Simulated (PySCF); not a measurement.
C2H4BBrO. Atoms are numbered in the order given.

```xyz
9

B     -0.3187     0.5690     0.0000
Br     0.1920    -1.3230     0.0000
C      0.7828     1.6598     0.0000
C      0.4813     2.9688     0.0000
H      1.8363     1.3606     0.0000
H      1.2518     3.7474     0.0000
H     -0.5595     3.3096     0.0000
O     -1.6273     0.8924     0.0000
H     -2.2220     0.1313     0.0000
```
Charge 0, spin multiplicity 1.

Geometry: B3LYP-D3(BJ)/def2-SVP. This is a generated structure with no PubChem entry under its InChIKey; it may be hypothetical. Other conformers were not sampled.

Computed with TDA-CAM-B3LYP/def2-SVPD (PySCF 2.14.0).

Vertical excitations. Isolated molecule, no solvent. State labels are in the subgroup Cs.

Task: Estimate the UV-visible absorptions. (The exact figures need the calculation; the answer reports its results.)

Result: 
```
state  symmetry  energy (eV)  λ (nm)      f                                             main pairs
-----  --------  -----------  ------  -----  -----------------------------------------------------
S1           A"         5.93     209  0.000                                       HOMO−1→LUMO 91 %
S2           A'         6.46     192  0.477                       HOMO→LUMO 78 %, HOMO−2→LUMO 15 %
S3           A"         6.48     191  0.000                                       HOMO−3→LUMO 88 %
S4           A'         6.84     181  0.138                       HOMO−2→LUMO 78 %, HOMO→LUMO 14 %
S5           A"         7.40     167  0.000                                       HOMO−4→LUMO 89 %
S6           A"         7.48     166  0.001                                       HOMO→LUMO+1 83 %
S7           A'         7.51     165  0.098                                     HOMO−1→LUMO+1 87 %
S8           A"         7.76     160  0.076                                     HOMO−2→LUMO+1 78 %
S9           A'         7.97     156  0.012                                     HOMO−1→LUMO+2 75 %
S10          A"         8.02     155  0.006  HOMO−2→LUMO+2 36 %, HOMO→LUMO+2 36 %, HOMO→LUMO+4 5 %
T1           A'         3.76     330      0                       HOMO→LUMO 79 %, HOMO−2→LUMO 13 %
T2           A"         5.63     220      0                     HOMO−1→LUMO 59 %, HOMO−3→LUMO 33 %
T3           A'         5.96     208      0                       HOMO−2→LUMO 80 %, HOMO→LUMO 14 %
T4           A"         6.11     203      0                     HOMO−3→LUMO 55 %, HOMO−1→LUMO 36 %
```
Triplets are in the Tamm–Dancoff approximation.
